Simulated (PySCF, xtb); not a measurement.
B(Me)(OH)(SMe) (C2H7BOS), SMILES CB(O)SC.

GFN2-xTB (xtb) at its own geometry gives an orbital gap of 4.71 eV and a dipole moment of 3.32 D.

Geometry: PBE-D3(BJ)/def2-SVP. Other conformers were not sampled.

Problem. What does PBE/def2-TZVP run with PySCF give? (The exact figures need the calculation; the answer reports its results.)

Solution. gap 5.24 eV (levels -5.76 and -0.52 eV), dipole 1.76 D.
